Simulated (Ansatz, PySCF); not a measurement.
Potential energy curve for HBr, singlet.

Computed with: UCCSD = CCSD on UHF/cc-pVDZ, cores with 3d frozen run with Ansatz (a quantum-chemistry and plane-wave program); RHF/cc-pVDZ (Ansatz); UKS-B3LYP/6-31G* = unrestricted B3LYP/6-31G*, spherical d in PySCF 2.14.0.

Total energies in hartree (comparable only within one method and basis):

```
R / Å        UCCSD          RHF  UKS-B3LYP/6-31G*
-----  -----------  -----------  ----------------
1.14   -2573.04459  -2572.90648       -2574.40408
1.22   -2573.08165  -2572.94287       -2574.44179
1.28   -2573.09797  -2572.95862       -2574.45862
1.34   -2573.10711  -2572.96712       -2574.46831
1.38   -2573.11012  -2572.96966       -2574.47170
1.42   -2573.11116  -2572.97021       -2574.47313
1.46   -2573.11060  -2572.96912       -2574.47298
1.49   -2573.10931  -2572.96740       -2574.47199
1.57   -2573.10309  -2572.95992       -2574.46658
1.65   -2573.09405  -2572.94940       -2574.45830
1.77   -2573.07772  -2572.93036       -2574.44291
1.94   -2573.05252  -2572.90073       -2574.41888
2.14   -2573.02475  -2572.86627       -2574.39126
2.39   -2572.99849  -2572.82734       -2574.36432
2.53   -2572.98894  -2572.80805       -2574.35483
2.81   -2572.97925  -2572.77475       -2574.34340
3.16   -2572.97573  -2572.74195       -2574.33658
3.50   -2572.97483  -2572.71777       -2574.33357
3.85   -2572.97453  -2572.69911       -2574.33219
4.25   -2572.97441  -2572.68368       -2574.33155
4.95   -2572.97435  -2572.66672       -2574.33125
5.69   -2572.97434  -2572.65654       -2574.33121
```

The unrestricted determinant behind UCCSD is spin-contaminated at 1.94 to 5.69 Å (<S²> up to 1.0, against 0.00 for a pure singlet). The restricted form behind RHF keeps the bonding electrons paired and can't separate into open-shell fragments. The unrestricted determinant behind UKS-B3LYP/6-31G* is spin-contaminated at 2.39 to 5.69 Å (<S²> up to 1.0, against 0.00 for a pure singlet).
